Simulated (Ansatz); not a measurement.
The inner images of a band of ClH4NOZn (8 atoms, charge 0, multiplicity 1) are given out of order.

All numbers below come from RKS PBE0-D4/def2-SVP (Ansatz).

Image 0:

```xyz
8
Properties=species:S:1:pos:R:3
Zn 0.135 0.018 0.211
O -0.379 -0.063 1.949
H -1.288 -0.298 2.148
Cl -0.167 -0.128 -1.903
N 2.070 0.557 0.902
H 2.834 -0.098 0.744
H 2.416 1.489 0.681
H 1.811 0.528 1.893
```

Image 8:

```xyz
8
Properties=species:S:1:pos:R:3
Zn 0.670 0.075 -0.161
O -0.102 -0.326 1.809
H -0.827 0.148 2.230
Cl -0.623 -0.232 -1.820
N 2.127 0.626 0.915
H 2.943 0.015 0.891
H 2.487 1.563 0.735
H 0.758 0.136 2.026
```

Q: Put them in order from the first end to the last, with their energies above the first end.
A.
```xyz
8
Properties=species:S:1:pos:R:3
Zn 0.391 0.016 -0.086
O -0.091 -0.250 1.761
H -0.816 0.106 2.278
Cl -0.488 -0.172 -2.015
N 2.027 0.545 0.979
H 2.862 -0.037 0.991
H 2.331 1.517 0.962
H 1.216 0.281 1.755
```
B.
```xyz
8
Properties=species:S:1:pos:R:3
Zn 0.188 -0.019 0.093
O -0.230 -0.125 1.871
H -1.136 -0.123 2.184
Cl -0.341 -0.167 -1.973
N 2.071 0.546 0.914
H 2.898 -0.045 0.872
H 2.377 1.515 0.837
H 1.605 0.422 1.828
```
C.
```xyz
8
Properties=species:S:1:pos:R:3
Zn 0.481 0.032 -0.130
O -0.051 -0.239 1.777
H -0.759 0.132 2.310
Cl -0.517 -0.196 -1.994
N 2.034 0.554 0.963
H 2.872 -0.026 0.965
H 2.347 1.523 0.924
H 1.024 0.226 1.810
```
D.
```xyz
8
Properties=species:S:1:pos:R:3
Zn 0.288 -0.005 -0.029
O -0.143 -0.248 1.773
H -0.919 0.071 2.233
Cl -0.440 -0.156 -2.028
N 2.046 0.543 0.956
H 2.875 -0.047 0.993
H 2.344 1.516 0.969
H 1.381 0.331 1.758
```
E.
```xyz
8
Properties=species:S:1:pos:R:3
Zn 0.589 0.058 -0.164
O -0.077 -0.283 1.804
H -0.751 0.179 2.314
Cl -0.554 -0.227 -1.936
N 2.071 0.583 0.929
H 2.905 -0.002 0.910
H 2.396 1.545 0.844
H 0.852 0.153 1.924
```
F.
```xyz
8
Properties=species:S:1:pos:R:3
Zn 0.221 -0.022 0.035
O -0.180 -0.204 1.824
H -1.036 -0.013 2.207
Cl -0.398 -0.162 -2.004
N 2.063 0.546 0.928
H 2.897 -0.038 0.936
H 2.361 1.520 0.908
H 1.505 0.380 1.791
```
G.
```xyz
8
Properties=species:S:1:pos:R:3
Zn 0.161 0.004 0.150
O -0.303 -0.063 1.910
H -1.214 -0.224 2.163
Cl -0.262 -0.159 -1.940
N 2.072 0.549 0.908
H 2.874 -0.070 0.802
H 2.399 1.503 0.767
H 1.706 0.465 1.865
```

A: G (+0.2 kcal/mol), B (+1.0 kcal/mol), F (+2.5 kcal/mol), D (+5.2 kcal/mol), A (+10.6 kcal/mol), C (+14.5 kcal/mol), E (+12.5 kcal/mol).

Run time: 4.1 min on 2 threads of Arm Neoverse V1, with other jobs on the host, peak memory 0.22 GiB.
